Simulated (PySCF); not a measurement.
**TDDFT excited states: C2H6O2SSi**

Species: C2H6O2SSi.
SMILES: `S[SiH]1OCCO1`

Theory: TDDFT CAM-B3LYP/def2-SVPD, vertical, gas phase, core orbitals frozen in the response (PySCF). Isolated species at its PBE0-D3(BJ)/def2-SVP geometry (one conformer only).

Task: List the vertical singlet excitations with oscillator strengths and describe the spectrum.

Result: 

```json
{"state": "S1", "E (eV)": "6.27", "λ (nm)": "197.7", "f": "0.0065", "|μ| (D)": "0.52", "main configurations (H = HOMO, L = LUMO)": "H→L (54%), H→L+2 (24%)"}
{"state": "S2", "E (eV)": "6.99", "λ (nm)": "177.4", "f": "0.047", "|μ| (D)": "1.33", "main configurations (H = HOMO, L = LUMO)": "H→L+2 (47%), H→L (28%), H→L+1 (9%)"}
{"state": "S3", "E (eV)": "7.39", "λ (nm)": "167.7", "f": "0.029", "|μ| (D)": "1.01", "main configurations (H = HOMO, L = LUMO)": "H→L+3 (32%), H→L+1 (30%), H→L+2 (13%)"}
{"state": "S4", "E (eV)": "7.55", "λ (nm)": "164.3", "f": "0.018", "|μ| (D)": "0.79", "main configurations (H = HOMO, L = LUMO)": "H-2→L (19%), H→L+1 (19%), H→L+3 (14%)"}
{"state": "S5", "E (eV)": "7.71", "λ (nm)": "160.8", "f": "0.011", "|μ| (D)": "0.63", "main configurations (H = HOMO, L = LUMO)": "H-1→L (33%), H-2→L+1 (13%), H→L+3 (13%)"}
{"state": "S6", "E (eV)": "7.81", "λ (nm)": "158.7", "f": "0.0096", "|μ| (D)": "0.57", "main configurations (H = HOMO, L = LUMO)": "H-1→L (18%), H-1→L+1 (18%), H-1→L+2 (15%)"}
{"state": "S7", "E (eV)": "7.93", "λ (nm)": "156.4", "f": "0.0077", "|μ| (D)": "0.51", "main configurations (H = HOMO, L = LUMO)": "H-2→L (35%), H-2→L+3 (12%), H-1→L (12%)"}
{"state": "S8", "E (eV)": "8.00", "λ (nm)": "155.0", "f": "0.0026", "|μ| (D)": "0.29", "main configurations (H = HOMO, L = LUMO)": "H-2→L+3 (41%), H-1→L+1 (16%), H→L+4 (12%)"}
{"state": "S9", "E (eV)": "8.12", "λ (nm)": "152.7", "f": "0.011", "|μ| (D)": "0.60", "main configurations (H = HOMO, L = LUMO)": "H-2→L+1 (25%), H-2→L+2 (12%), H-2→L+3 (11%)"}
{"state": "S10", "E (eV)": "8.18", "λ (nm)": "151.6", "f": "0.015", "|μ| (D)": "0.69", "main configurations (H = HOMO, L = LUMO)": "H→L+4 (46%), H→L+6 (22%)"}
```

Triplets, Tamm–Dancoff:

```csv
state,E (eV),λ (nm),"main configurations (H = HOMO, L = LUMO)"
T1,5.80,213.7,"H→L (52%), H→L+2 (22%)"
T2,6.61,187.7,"H→L+2 (36%), H→L (20%), H→L+1 (15%)"
T3,6.80,182.2,"H→L+3 (56%), H→L+2 (18%)"
T4,7.17,173.0,"H-2→L (22%), H-1→L+2 (21%), H-2→L+2 (15%)"
```

The lowest singlet comes at 198 nm (605 kJ/mol) in the vacuum ultraviolet; it is weak; its leading configuration is HOMO→LUMO (54%). The most intense listed level is S2 at 6.99 eV (177 nm, f = 0.047), 0.72 eV above S1. Löwdin shares by element: HOMO sulfur 70%, oxygen 9% or more, silicon 7%, hydrogen 6% or more; LUMO sulfur 42%, hydrogen 26% or more, silicon 11% (atoms not listed hold the other 21%). Of the 10 states listed, 6 reach f = 0.01 and none stays under 0.0005. Orbital energies (eV): HOMO-3 -10.85, HOMO-2 -9.91, HOMO-1 -9.86, HOMO -9.11, LUMO 0.85, LUMO+1 1.25, LUMO+2 1.38. The oscillator strengths of these states sum to 0.157; summed over the whole spectrum of an exact calculation they would give the number of electrons, 64 (Thomas–Reiche–Kuhn). All these states lie below the vertical ionisation energy of 10.04 eV (ΔSCF). Only the lowest 10 singlets were computed, as vertical energies without vibronic structure.

Without π bonds the low states are Rydberg-like; a valence basis with one diffuse set may place them up to an eV too high.
